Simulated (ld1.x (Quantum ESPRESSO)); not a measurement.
## What one change does to a pseudopotential (F (Z = 9), ultrasoft)

F (Z = 9), ultrasoft, made with ld1.x (Quantum ESPRESSO) 7.5 (PBE, scalar-relativistic). Core [He], reference 2s2 2p4 (charge +1). Waves: 2s (bound): rcut 0.55, rcutus 0.60 bohr; 2s channel at -3.05 Ry: rcut 0.55, rcutus 0.60 bohr; 2p (bound): rcut 0.95, rcutus 1.05 bohr; 2p channel at -0.4 Ry: rcut 0.95, rcutus 1.05 bohr; 3d channel at 0.1 Ry: rcut 0.90, rcutus 1.00 bohr. Local part: all-electron potential smoothed inside 1.00 bohr (lloc = -1). Core correction: Bessel-smoothed model core inside 0.40 bohr. Augmentation charge: PSQ, inside the norm-conserving radii.

All-electron outer shells of the reference configuration (PBE, scalar-relativistic, ld1.x):

```json
{"shell": "2s", "level (eV)": "-47.39", "outermost node (bohr)": "0.24", "outermost maximum (bohr)": "0.75"}
{"shell": "2p", "level (eV)": "-28.31", "outermost node (bohr)": "–", "outermost maximum (bohr)": "0.68"}
```

Change: waves 2s (bound): rcut 0.55, rcutus 0.90 bohr; 2s channel at -3.05 Ry: rcut 0.55, rcutus 0.90 bohr.

Cutoffs: the cutoffs (Ry, on a coarse ladder) from which the occupation-weighted sum of valence levels, in a spherical-Bessel basis at the reference potential, stays within 10 and 1 mRy of its value at 400 Ry; they do not see the model core or the augmentation charge, which bear on the density cutoff. Errors are all-electron minus pseudo energies relative to the spin-unpolarised reference configuration.

**Question.** Predict the effect on cutoff, ghosts and configuration errors.

**Answer.** The potential gets softer (100 Ry and 180 Ry → 70 Ry and 110 Ry); of the 7 tests that both files solve, the error grows in 1 and shrinks in 0 by more than 15 % and 0.3 meV (median size 13.1 → 24.0 meV); neither file shows a bound ghost. A larger radius leaves more room for a smooth pseudo-wave, so fewer plane waves are needed.

| quantity | base | changed |
| --- | --- | --- |
| cutoff, loose | 100 Ry | 70 Ry |
| cutoff, tight | 180 Ry | 110 Ry |
| loose cutoff by channel (10 mRy a level) | s 90 Ry, p 55 Ry | s 30 Ry, p 55 Ry |
| bound ghosts | none | none |
| error for 2s2 2p5, meV [ΔE -19.39 eV] | -4.8 | -5.3 |
| error for 2s2 2p3, meV [ΔE 38.38 eV] | -23 | -24 |
| error for 2s2 2p2, meV [ΔE 99.02 eV] | -131 | -136 |
| error for 2s2 2p4.5, meV [ΔE -11.85 eV] | -1.6 | -1.7 |
| error for 2s1 2p6, meV [ΔE -0.58 eV] | -13 | -28 |
| error for 2s2 2p5.3, meV [ΔE -22.06 eV] | -6.4 | -7.1 |
| error for 2s2 2p1, meV [ΔE 184.82 eV] | -374 | -384 |
| s: phases at 1.14 bohr within 0.05 rad from the reference energy up to (Ry; the scan ends near 5) | to the end of the scan | to the end of the scan |
| p: phases at 1.14 bohr within 0.05 rad from the reference energy up to (Ry; the scan ends near 5) | to the end of the scan | to the end of the scan |
| d: phases at 1.14 bohr within 0.05 rad from the reference energy up to (Ry; the scan ends near 5) | to the end of the scan | to the end of the scan |
| lowest overlap eigenvalue by channel | s 0.74, p 0.91, d 0.89 | s 0.57, p 0.91, d 0.89 |
